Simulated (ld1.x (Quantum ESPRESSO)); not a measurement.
## u(r) = r·R(r): atom against pseudo-atom (hydrogen)

Columns: radius, all-electron u(r) and pseudo u(r) of the 1s shell (level -6.36 eV) of hydrogen in the configuration 1s1; LDA (PZ), non-relativistic, TM scheme, ld1.x (Quantum ESPRESSO) 7.5.

```csv
r (bohr),all-electron,pseudo
0.040,0.0712,0.0619
0.080,0.1367,0.1230
0.120,0.1970,0.1825
0.160,0.2524,0.2396
0.200,0.3031,0.2936
0.240,0.3495,0.3439
0.280,0.3918,0.3900
0.320,0.4303,0.4316
0.360,0.4652,0.4687
0.400,0.4967,0.5014
0.440,0.5252,0.5300
0.480,0.5507,0.5550
0.520,0.5735,0.5768
0.560,0.5938,0.5960
0.600,0.6118,0.6130
0.640,0.6276,0.6281
0.680,0.6413,0.6415
0.720,0.6531,0.6532
0.760,0.6632,0.6632
0.800,0.6717,0.6717
0.840,0.6786,0.6786
0.880,0.6841,0.6841
0.920,0.6883,0.6883
0.960,0.6914,0.6914
1.000,0.6933,0.6933
1.040,0.6942,0.6942
```

Q: How many radial nodes do the two functions have?

A: The all-electron 1s function has n − l − 1 = 0; the pseudo-wave has 0.

Q: At about which radius was the pseudo-wave matched?

A: 0.80 bohr. The columns agree to 0.0005 from 0.64 bohr on; several derivatives are matched, so the curves merge somewhat inside the radius.

Q: Is the pseudo-wave norm-conserving?

A: Yes: the TM scheme keeps the norm inside the radius equal to the all-electron one, which fixes the energy derivative of the logarithmic derivative at the level.
